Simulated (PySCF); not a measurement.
Isomers of C2H13NOSi3 side by side.

PySCF, PBE0/def2-SVPD, density fitting, gas phase; each molecule at its own PBE0-D3(BJ)/def2-SVP geometry, one conformer. Singlet excitations by full TDDFT with frozen cores, triplets by Tamm–Dancoff TDDFT and ionisation energies by ΔSCF, from the lowest of the holes tried. 

Torsions of the conformers computed, which needn't be the lowest (atom-mapped SMILES):
- `[CH3:1][N:2]([CH3:3])[SiH2:4][SiH2:5][O:6][SiH3:7]`: C1–N2–Si4–Si5 -45°, N2–Si4–Si5–O6 -175°, Si4–Si5–O6–Si7 178°
- `[CH3:1][O:2][SiH2:3][N:4]([SiH3:5])[SiH2:6][CH3:7]`: C1–O2–Si3–N4 177°, O2–Si3–N4–Si5 -179°, Si3–N4–Si6–C7 179°
- `[CH3:1][N:2]([CH3:3])[SiH2:4][O:5][SiH2:6][SiH3:7]`: C1–N2–Si4–O5 133°, N2–Si4–O5–Si6 -42°, Si4–O5–Si6–Si7 9°
- `[CH3:1][N:2]([CH3:3])[Si@@H:4]([SiH3:5])[O:6][SiH3:7]`: C1–N2–Si4–Si5 158°, N2–Si4–O6–Si7 -30°

The conformers of `CC[SiH2]O[SiH2][SiH2]N` aren't listed.

Reference: `CN(C)[SiH2][SiH2]O[SiH3]`, with HOMO energy -6.34 eV, LUMO energy -0.61 eV, lowest singlet excitation 4.60 eV, lowest triplet excitation 4.40 eV, mean polarisability 122.1 au and vertical ionisation energy 8.09 eV.

Changes against it:

| molecule | Δ electronic energy (kcal/mol) | Δ HOMO energy (eV) | Δ LUMO energy (eV) | Δ lowest singlet excitation (eV) | Δ lowest triplet excitation (eV) | Δ mean polarisability (au) | Δ vertical ionisation energy (eV) |
| --- | --- | --- | --- | --- | --- | --- | --- |
| CN(C)[SiH2]O[SiH2][SiH3] | -8.5 | -0.37 | +0.44 | +1.01 | +0.88 | -3.0 | +0.36 |
| CN(C)[Si@@H]([SiH3])O[SiH3] | -7.5 | -0.35 | +0.49 | +0.90 | +0.80 | -2.2 | +0.34 |

Rows whose labels were lost:

```csv
row,Δ electronic energy (kcal/mol),Δ HOMO energy (eV),Δ LUMO energy (eV),Δ lowest singlet excitation (eV),Δ lowest triplet excitation (eV),Δ mean polarisability (au),Δ vertical ionisation energy (eV)
P,-23.7,-0.85,-0.02,+0.67,+0.40,-3.9,+0.87
Q,-17.2,-1.01,+0.68,+1.52,+1.45,-7.1,+0.91
```

Problem. Which row belongs to which of `CO[SiH2]N([SiH3])[SiH2]C` and `CC[SiH2]O[SiH2][SiH2]N`?

Solution. P = `CC[SiH2]O[SiH2][SiH2]N` and Q = `CO[SiH2]N([SiH3])[SiH2]C`. P and Q are told apart most clearly by the lowest triplet excitation (+0.40 against +1.45 eV).
